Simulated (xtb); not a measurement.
Si(H)3(NiPr2) (C6H17NSi), SMILES CC(C)N([SiH3])C(C)C. All values are semi-empirical tight-binding results from xtb (GFN2-xTB unless named), good for trends rather than for accurate numbers. Geometry: GFN2-xTB. The isomer is the one that the SMILES or the coordinates give; other isomers of the formula were not compared. One conformer was computed; it need not be the lowest.

Optimised geometry:

```xyz
25

Si     0.0125     2.1664    -0.1103
N      0.0370     0.4603     0.1078
C     -1.2440    -0.2037     0.3079
C     -1.6215    -1.2296    -0.7609
C     -1.3975    -0.8003     1.7135
C      1.2670    -0.2632    -0.1758
C      1.4153    -0.6707    -1.6489
C      1.5369    -1.4591     0.7361
H      1.3636     2.6547     0.1585
H     -0.9422     2.7236     0.8500
H     -0.3917     2.5889    -1.4637
H     -1.9858     0.6002     0.2357
H     -1.0128    -2.1267    -0.6907
H     -2.6616    -1.5189    -0.6238
H     -1.5120    -0.7996    -1.7532
H     -0.8905    -1.7546     1.8115
H     -2.4533    -0.9556     1.9260
H     -0.9947    -0.1092     2.4496
H      2.0639     0.4643     0.0218
H      0.8010    -1.5306    -1.8967
H      1.1324     0.1605    -2.2901
H      2.4533    -0.9262    -1.8517
H      1.4370    -1.1721     1.7791
H      2.5561    -1.8033     0.5707
H      0.8665    -2.2875     0.5255
```
Charge 0, spin multiplicity 1.

```
Property                                        Result
--------------------------------------  --------------
orbital gap                                    4.88 eV
dipole moment                                   1.22 D
zero-point energy                       136.2 kcal/mol
G − E(el) at 298.15 K (modified RRHO)   113.3 kcal/mol
static polarisability (D4 model)           112.8 bohr³
solvation energy, GFN2-xTB/ALPB(water)   -0.5 kcal/mol
solvation energy, GFN2-xTB/ALPB(ether)   -6.1 kcal/mol
```

Computed atomic charges and the Wiberg bond orders between heavy atoms:
charges (e) Si1 0.47, N2 -0.28, C3 0.05, C4 -0.11, C5 -0.11, C6 0.05, C7 -0.11, C8 -0.11, H9 -0.12, H10 -0.11, H11 -0.11, H12 0.02, H13 0.04, H14 0.03, H15 0.04, H16 0.04, H17 0.03, H18 0.04, H19 0.02, H20 0.04, H21 0.03, H22 0.03, H23 0.04, H24 0.03, H25 0.04. Bond orders Si1–N2 1.10, N2–C3 1.01, C3–C4 1.00, C3–C5 1.00, N2–C6 1.02, C6–C7 0.99, C6–C8 1.00.
